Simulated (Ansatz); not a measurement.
GeH2Cl (SMILES [Cl][GeH2]): the energy, rung by rung

GeH2Cl: 4 atoms, total charge 0, spin state doublet. As SMILES, `[Cl][GeH2]`. Geometry: optimised at B3LYP/def2-SVP.

```jsonl
{"atom": "Cl", "x (Å)": "-1.5852", "y (Å)": "0.3107", "z (Å)": "1.0079"}
{"atom": "Ge", "x (Å)": "0.1061", "y (Å)": "-0.4636", "z (Å)": "-0.1434"}
{"atom": "H", "x (Å)": "0.0842", "y (Å)": "0.2631", "z (Å)": "-1.5204"}
{"atom": "H", "x (Å)": "1.3948", "y (Å)": "-0.1102", "z (Å)": "0.6560"}
```

Each level gives the dissociation energy of the Ge2–Cl1 bond into singlet GeH2 and doublet Cl (shapes relaxed at B3LYP/def2-SVP, no zero-point term) (eV). The values are calculated.

| level | kind | program | value (eV) | less CCSD(T)/def2-TZVPP | CPU time (all runs) |
| --- | --- | --- | --- | --- | --- |
| UHF/def2-TZVPP | Hartree–Fock | Ansatz | 2.71 | -0.46 | 6.5 s |
| UPBE/def2-TZVPP | GGA | Ansatz | 3.39 | +0.22 | 5.1 s |
| U-r2SCAN/def2-TZVPP | meta-GGA | Ansatz | 3.53 | +0.36 | 11 s |
| UB3LYP/def2-TZVPP | global hybrid | Ansatz | 3.07 | -0.10 | 9.6 s |
| U-wB97M-V/def2-TZVPP | range-separated hybrid | Ansatz | 3.26 | +0.09 | 20 s |
| UCAM-B3LYP/def2-TZVPP | range-separated hybrid | Ansatz | 3.15 | -0.02 | 10 s |
| UB2PLYP/def2-TZVPP | double hybrid | Ansatz | 3.19 | +0.02 | 14 s |
| RPA@PBE/def2-TZVPP | RPA | Ansatz | 2.79 | -0.38 | 13 s |
| UCCSD(T)/def2-TZVPP | coupled cluster or CI | Ansatz | 3.17 | 0.00 | 37 s |

UCCSD(T)/def2-TZVPP is the highest level here, not the true value. All-electron rows without a relativistic Hamiltonian named are non-relativistic. The values span 2.71 to 3.53 eV. Hartree–Fock misses the correlation of the electron pair that is broken and comes out low. A fragment with an even electron count was run as a singlet and may have a lower triplet. Measured bond enthalpies also hold zero-point and thermal terms, a few tenths of an eV less. In the correlated wave-function rows the outer d shell of Ge is correlated, in sets not made for it. CPU times are rough (shared hosts, several kinds of processor): they show what a rung costs within a factor of a few.
